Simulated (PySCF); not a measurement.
H9Si4, SMILES [Si]([SiH3])([SiH3])[SiH3], multiplicity 2. Atoms are numbered in the order given.

```xyz
13

Si    -1.9751    -1.1403     0.0910
Si     0.0000     0.0000    -0.3994
Si     0.0000     2.2807     0.0910
Si     1.9751    -1.1403     0.0910
H     -3.1415    -0.4077    -0.4898
H     -2.1842    -1.2611     1.5694
H     -1.9239    -2.5168    -0.4898
H     -1.2177     2.9245    -0.4898
H      1.2177     2.9245    -0.4898
H      0.0000     2.5222     1.5694
H      2.1842    -1.2611     1.5694
H      3.1415    -0.4077    -0.4898
H      1.9239    -2.5168    -0.4898
```
Charge 0, spin multiplicity 2.

The structure is a stationary point at r2SCAN-D4/def2-SVP. The isomer is the one that the SMILES or the coordinates give; other isomers of the formula were not compared.

Level of theory: PySCF with PBE/def2-TZVP.

ESP charges are fitted to the potential on shells at 1.4 to 2.0 van der Waals radii. Atomic charges (e):

```tsv
atom	Mulliken	meta-Löwdin	ESP fit	Mulliken spin
Si1	0.01	0.19	(withheld)	0.01
Si2	0.02	-0.07	(withheld)	0.88
Si3	0.01	0.19	(withheld)	0.01
Si4	0.01	0.19	(withheld)	0.01
H5	-0.01	-0.06	(withheld)	0.00
H6	-0.01	-0.06	(withheld)	0.03
H7	-0.01	-0.06	(withheld)	0.00
H8	-0.01	-0.06	(withheld)	0.00
H9	-0.01	-0.06	(withheld)	0.00
H10	-0.01	-0.06	(withheld)	0.03
H11	-0.01	-0.06	(withheld)	0.03
H12	-0.01	-0.06	(withheld)	0.00
H13	-0.01	-0.06	(withheld)	0.00
```

Problem. Fill in the missing entries. (The exact figures need the calculation; the answer reports its results.)

Solution. 
- Si1, ESP fit: 0.05
- Si2, ESP fit: 0.00
- Si3, ESP fit: 0.03
- Si4, ESP fit: 0.05
- H5, ESP fit: -0.02
- H6, ESP fit: -0.01
- H7, ESP fit: -0.02
- H8, ESP fit: -0.01
- H9, ESP fit: -0.01
- H10, ESP fit: -0.01
- H11, ESP fit: -0.01
- H12, ESP fit: -0.02
- H13, ESP fit: -0.02

Problem. Give the Mayer and Wiberg (Löwdin basis) orders of the bonds. (The exact figures need the calculation; the answer reports its results.)

Solution. 
```json
[
 {"bond": "Si1–Si2", "Mayer": "0.99", "Wiberg": "1.25"},
 {"bond": "Si2–Si3", "Mayer": "0.99", "Wiberg": "1.25"},
 {"bond": "Si2–Si4", "Mayer": "0.99", "Wiberg": "1.25"},
 {"bond": "Si1–H5", "Mayer": "0.93", "Wiberg": "0.95"},
 {"bond": "Si1–H6", "Mayer": "0.92", "Wiberg": "0.95"},
 {"bond": "Si1–H7", "Mayer": "0.93", "Wiberg": "0.95"},
 {"bond": "Si3–H8", "Mayer": "0.93", "Wiberg": "0.95"},
 {"bond": "Si3–H9", "Mayer": "0.93", "Wiberg": "0.95"},
 {"bond": "Si3–H10", "Mayer": "0.92", "Wiberg": "0.95"},
 {"bond": "Si4–H11", "Mayer": "0.92", "Wiberg": "0.95"},
 {"bond": "Si4–H12", "Mayer": "0.93", "Wiberg": "0.95"},
 {"bond": "Si4–H13", "Mayer": "0.93", "Wiberg": "0.95"}
]
```
